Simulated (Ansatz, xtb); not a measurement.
Ligand exchange: GaBr + BH2Cl → GaCl + BH2Br

Species: GaBr, singlet; BH2Cl `BCl`, singlet; GaCl, singlet; BH2Br `BBr`, singlet. The partners trade Br for Cl: Ga–Br and B–Cl bonds give way to Ga–Cl and B–Br.

Shapes, held fixed at every level: PBE0-D4/def2-TZVP. Programs: Ansatz 0.2.0, xtb 6.7.1, xtb 6.7.1 later snapshot. The zero-point and thermal change to 298 K, harmonic and unscaled (PBE0-D4/def2-TZVP), is -0.9 kJ/mol.

**Question.** Estimate ΔH(298 K) of this reaction.

**Answer.** The highest level, CCSD(T)/def2-TZVPP, gives ΔH(298 K) = +17.3 kJ/mol; the levels span -12.8 to +25.8. They disagree on the sign: 7 of 8 are positive. The column of differences is taken from that level and isn't an error. No measured value is set beside it here. Relativity is left out for Br, Ga. Outer-core shells of Br, Ga are correlated, in sets that cover them unevenly.

```json
{"level": "GFN2-xTB", "kind": "semi-empirical", "ΔH(298 K) (kJ/mol)": "-12.8", "less CCSD(T)/def2-TZVPP": "-30.1"}
{"level": "HF/def2-TZVPP", "kind": "Hartree–Fock", "ΔH(298 K) (kJ/mol)": "+22.0", "less CCSD(T)/def2-TZVPP": "+4.7"}
{"level": "PBE-D4/def2-TZVPP", "kind": "GGA", "ΔH(298 K) (kJ/mol)": "+19.5", "less CCSD(T)/def2-TZVPP": "+2.2"}
{"level": "BHLYP-D4/def2-TZVPP", "kind": "global hybrid", "ΔH(298 K) (kJ/mol)": "+22.0", "less CCSD(T)/def2-TZVPP": "+4.7"}
{"level": "PBE0-D4/def2-TZVPP", "kind": "global hybrid", "ΔH(298 K) (kJ/mol)": "+20.2", "less CCSD(T)/def2-TZVPP": "+2.9"}
{"level": "CCSD/def2-SVP", "kind": "coupled cluster or CI", "ΔH(298 K) (kJ/mol)": "+25.8", "less CCSD(T)/def2-TZVPP": "+8.5"}
{"level": "CCSD/def2-TZVPP", "kind": "coupled cluster or CI", "ΔH(298 K) (kJ/mol)": "+17.5", "less CCSD(T)/def2-TZVPP": "+0.2"}
{"level": "CCSD(T)/def2-TZVPP", "kind": "coupled cluster or CI", "ΔH(298 K) (kJ/mol)": "+17.3", "less CCSD(T)/def2-TZVPP": "0.0"}
```
